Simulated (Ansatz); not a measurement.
A nudged elastic band was laid between two geometries of ClGeH3 + FH (7 atoms, charge 0, multiplicity 1).

Method: RKS PBE/def2-SVP (Ansatz 0.2.0).

| Property | Result |
| --- | --- |
| movable images | 5 |
| climbing image | yes |
| spring | 5.0 eV/Å² |
| optimiser | quadratic models (default) |
| start path | through a guess of the saddle point |
| force threshold | 0.03 eV/Å |
| iteration limit | 60 |
| end points | relaxed |

Initial state:

```xyz
7
Properties=species:S:1:pos:R:3
Ge -0.274 -0.228 0.009
H -0.582 -0.377 1.511
Cl 1.936 -0.201 -0.195
H -0.793 1.083 -0.613
H -0.716 -1.471 -0.802
F 1.020 2.077 1.531
H 1.637 1.525 1.070
```

Final state:

```xyz
7
Properties=species:S:1:pos:R:3
Ge 0.190 0.273 -0.805
H 0.196 0.355 3.595
Cl 2.083 -0.297 -1.678
H -0.575 1.173 -1.800
H -0.529 -0.992 -0.287
F 0.550 1.269 0.600
H 0.315 0.626 2.884
```

**Question.** Which bonds break or form, and what moves?

**Answer.** Bonds broken: Ge1–H2, F6–H7. Bonds formed: Ge1–F6, H2–H7. ClGeH3 + FH becomes ClFGeH2 + H2.

**Question.** Give the energies along the band, and the barrier.

**Answer.** It converged. The highest image is number 3 of 0 to 6, 1.44 eV above the first end and 1.72 eV above the last; the last end lies 0.28 eV below the first. Neighbouring images differ by up to 1.7 eV, so the band resolves the path poorly. A vibrational analysis at the climbing image gives one clearly imaginary mode, 828i cm⁻¹: a first-order saddle point. The orbitals stay closed-shell, which can raise the energy where a bond breaks towards radicals; this wasn't checked here.

```
image  path coordinate (Å)  energy (eV)  Ge1–H2 (Å)  F6–H7 (Å)  Ge1–F6 (Å)
    0                 0.00         0.00        1.54       0.95        3.05
    1                 1.19         0.11        1.54       0.94        3.24
    2                 2.39         0.46        1.57       0.94        3.02
    3                 3.58         1.44        1.81       1.13        2.09
    4                 5.02        -0.22        2.93       2.18        1.76
    5                 6.45        -0.27        3.99       2.40        1.76
    6                 7.89        -0.28        4.40       2.38        1.76
```

**Question.** What is the geometry of the highest image?

**Answer.** 
```xyz
7
Properties=species:S:1:pos:R:3:forces:R:3
Ge 0.179 0.132 -0.067 0.00 0.00 0.00
H -0.680 0.483 1.486 0.00 0.01 0.00
Cl 2.036 0.019 -1.247 0.00 0.00 0.00
H -0.700 1.123 -0.857 0.00 0.00 0.00
H -0.192 -1.362 0.065 0.00 0.00 0.00
F 1.321 1.103 1.391 0.00 0.00 -0.01
H 0.265 0.909 1.739 -0.01 -0.02 0.01
```

The run took 2.4 min on 2 threads of Arm Neoverse V1 (shared host), peak memory 0.12 GiB.
